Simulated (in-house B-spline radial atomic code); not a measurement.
Orbital energies and mean radii along the 42-electron series, configuration [Kr] 4d6. The effective charge is n√(-2ε), a non-relativistic measure. Computed with an all-electron radial atomic-structure program (B-spline basis): non-relativistic Hartree-Fock, average of the configuration, point nuclei.

This level leaves out relativity, spin-orbit splitting included, which matters for heavy ions.

```json
{"ion": "Ru2+", "Z": "44", "energy of 2p (Eh)": "-107.01", "mean radius of 2p (bohr)": "0.1292", "energy of 3p (Eh)": "-18.62", "mean radius of 3p (bohr)": "0.40615", "energy of 2s (Eh)": "-115.93", "mean radius of 2s (bohr)": "0.1506", "effective charge of 2p": "29.259"}
{"ion": "Rh3+", "Z": "45", "energy of 2p (Eh)": "-113.78", "mean radius of 2p (bohr)": "0.12601", "energy of 3p (Eh)": "-20.566", "mean radius of 3p (bohr)": "0.39377", "energy of 2s (Eh)": "-122.96", "mean radius of 2s (bohr)": "0.14699", "effective charge of 2p": "30.17"}
{"ion": "Pd4+", "Z": "46", "energy of 2p (Eh)": "-120.82", "mean radius of 2p (bohr)": "0.12298", "energy of 3p (Eh)": "-22.65", "mean radius of 3p (bohr)": "0.38211", "energy of 2s (Eh)": "-130.26", "mean radius of 2s (bohr)": "0.14355", "effective charge of 2p": "31.09"}
{"ion": "Ag5+", "Z": "47", "energy of 2p (Eh)": "-128.13", "mean radius of 2p (bohr)": "0.12008", "energy of 3p (Eh)": "-24.866", "mean radius of 3p (bohr)": "0.3711", "energy of 2s (Eh)": "-137.83", "mean radius of 2s (bohr)": "0.14026", "effective charge of 2p": "32.016"}
{"ion": "Cd6+", "Z": "48", "energy of 2p (Eh)": "-135.71", "mean radius of 2p (bohr)": "0.11732", "energy of 3p (Eh)": "-27.208", "mean radius of 3p (bohr)": "0.36068", "energy of 2s (Eh)": "-145.67", "mean radius of 2s (bohr)": "0.13712", "effective charge of 2p": "32.949"}
{"ion": "In7+", "Z": "49", "energy of 2p (Eh)": "-143.54", "mean radius of 2p (bohr)": "0.11467", "energy of 3p (Eh)": "-29.674", "mean radius of 3p (bohr)": "0.35082", "energy of 2s (Eh)": "-153.77", "mean radius of 2s (bohr)": "0.13411", "effective charge of 2p": "33.887"}
{"ion": "Sn8+", "Z": "50", "energy of 2p (Eh)": "-151.64", "mean radius of 2p (bohr)": "0.11215", "energy of 3p (Eh)": "-32.262", "mean radius of 3p (bohr)": "0.34147", "energy of 2s (Eh)": "-162.13", "mean radius of 2s (bohr)": "0.13124", "effective charge of 2p": "34.83"}
{"ion": "Sb9+", "Z": "51", "energy of 2p (Eh)": "-160", "mean radius of 2p (bohr)": "0.10973", "energy of 3p (Eh)": "-34.969", "mean radius of 3p (bohr)": "0.33259", "energy of 2s (Eh)": "-170.74", "mean radius of 2s (bohr)": "0.12848", "effective charge of 2p": "35.777"}
{"ion": "Te10+", "Z": "52", "energy of 2p (Eh)": "-168.61", "mean radius of 2p (bohr)": "0.10741", "energy of 3p (Eh)": "-37.795", "mean radius of 3p (bohr)": "0.32415", "energy of 2s (Eh)": "-179.62", "mean radius of 2s (bohr)": "0.12583", "effective charge of 2p": "36.727"}
{"ion": "I11+", "Z": "53", "energy of 2p (Eh)": "-177.48", "mean radius of 2p (bohr)": "0.10518", "energy of 3p (Eh)": "-40.738", "mean radius of 3p (bohr)": "0.31611", "energy of 2s (Eh)": "-188.76", "mean radius of 2s (bohr)": "0.12328", "effective charge of 2p": "37.681"}
{"ion": "Xe12+", "Z": "54", "energy of 2p (Eh)": "-186.6", "mean radius of 2p (bohr)": "0.10305", "energy of 3p (Eh)": "-43.799", "mean radius of 3p (bohr)": "0.30846", "energy of 2s (Eh)": "-198.15", "mean radius of 2s (bohr)": "0.12084", "effective charge of 2p": "38.637"}
{"ion": "Cs13+", "Z": "55", "energy of 2p (Eh)": "-195.98", "mean radius of 2p (bohr)": "0.101", "energy of 3p (Eh)": "-46.975", "mean radius of 3p (bohr)": "0.30116", "energy of 2s (Eh)": "-207.79", "mean radius of 2s (bohr)": "0.11849", "effective charge of 2p": "39.596"}
{"ion": "Ba14+", "Z": "56", "energy of 2p (Eh)": "-205.62", "mean radius of 2p (bohr)": "0.099026", "energy of 3p (Eh)": "-50.267", "mean radius of 3p (bohr)": "0.29419", "energy of 2s (Eh)": "-217.69", "mean radius of 2s (bohr)": "0.11623", "effective charge of 2p": "40.558"}
{"ion": "La15+", "Z": "57", "energy of 2p (Eh)": "-215.5", "mean radius of 2p (bohr)": "0.097129", "energy of 3p (Eh)": "-53.675", "mean radius of 3p (bohr)": "0.28753", "energy of 2s (Eh)": "-227.85", "mean radius of 2s (bohr)": "0.11405", "effective charge of 2p": "41.522"}
```

How does the screening of 2p change?

Z less the effective charge goes from 14.74 at Z = 44 to 15.48 at Z = 57.
